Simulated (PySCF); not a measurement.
## C₆ coefficients of unlike pairs at PBEsol

Calculated with PySCF 2.14 from the dipole response of each species, C₆(A,B) = (3/π) ∫ α_A(iu) α_B(iu) du, in atomic units, from isotropic polarisabilities. For ions this is the dispersion term alone; charge-induced terms of lower order in 1/R come first.

```
species      configuration                        basis     relativity  α (bohr³)  C₆ (like pair)
  B(3+)           1s2 (1S)   aug-cc-pCVTZ-DK (7s6p4d2f)  spin-free X2C    0.01960        0.002553
     Ar          [Ar] (1S)  aug-cc-pVQZ-DK (7s6p4d3f2g)  spin-free X2C      11.83           69.94
 Si(2+)      [Ne] 3s2 (1S)    def2-QZVPPD (10s6p5d2f1g)           none      11.67           39.96
     Al  [Ne] 3s2 3p1 (2P)     aug-cc-pwCVTZ (8s7p5d3f)           none      66.60           596.6
```

Problem. Estimate C₆ for Al with Si(2+).

Solution. The integral gives 145.6. The combination rule 2 C_A C_B / (C_A α_B/α_A + C_B α_A/α_B) gives 143.3 and the geometric mean 154.4.

No spin-orbit coupling is included.

The other pairs:

```tsv
pair	C₆
Al, B(3+)	0.3881
Ar, B(3+)	0.2296
Si(2+), B(3+)	0.1423
Si(2+), Ar	51.05
Al, Ar	171.9
```
